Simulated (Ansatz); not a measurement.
Li2Br2. Charge 0, multiplicity 1. Geometry PBE0-D4/def2-TZVP.

```xyz
4

Li   -0.3671    0.9991    0.8097
Li    0.3669   -0.9992   -0.8096
Br    1.3335   -0.5501    1.2830
Br   -1.3333    0.5502   -1.2831
```

The 6-31G sets use Cartesian d functions. B3LYP takes the VWN-RPA correlation. The structure comes from a short search, and lower isomers may exist.

(1) Estimate the orbital energies around the gap (eV) in Ansatz with r2SCAN-D4/def2-TZVPD, B97M-V/def2-TZVP, B3LYP-D4/6-31G, B3LYP-D4/def2-TZVP, PBE0-D4/def2-TZVP.

Results:

(1) 
```
orbital  r2SCAN-D4/def2-TZVPD  B97M-V/def2-TZVP  B3LYP-D4/6-31G  B3LYP-D4/def2-TZVP  PBE0-D4/def2-TZVP
HOMO−13                -67.53            -67.99          -68.88              -70.41             -71.34
HOMO−12                -67.53            -67.99          -68.88              -70.41             -71.34
HOMO−11                -67.52            -67.99          -68.87              -70.40             -71.34
HOMO−10                -67.52            -67.99          -68.87              -70.40             -71.34
 HOMO−9                -52.82            -54.23          -55.58              -54.94             -55.34
 HOMO−8                -52.81            -54.22          -55.57              -54.93             -55.32
 HOMO−7                -18.68            -18.83          -19.99              -19.79             -20.21
 HOMO−6                -18.58            -18.73          -19.85              -19.69             -20.10
 HOMO−5                 -7.92             -7.94           -8.83               -8.65              -8.95
 HOMO−4                 -7.34             -7.37           -8.15               -8.03              -8.30
 HOMO−3                 -7.28             -7.32           -8.13               -7.97              -8.24
 HOMO−2                 -7.01             -7.06           -7.80               -7.70              -7.97
 HOMO−1                 -7.00             -7.02           -7.74               -7.68              -7.94
   HOMO                 -6.69             -6.70           -7.41               -7.36              -7.63
   LUMO                 -0.80             -1.27           -1.29               -1.15              -0.88
 LUMO+1                 -0.15             -0.59           -0.61               -0.46              -0.22
 LUMO+2                  0.36              0.26            0.21                0.50               0.73
 LUMO+3                  0.67              0.72            0.54                0.88               1.14
 LUMO+4                  0.74              1.26            0.67                1.35               1.61
 LUMO+5                  0.97              1.28            1.23                1.36               1.68
```
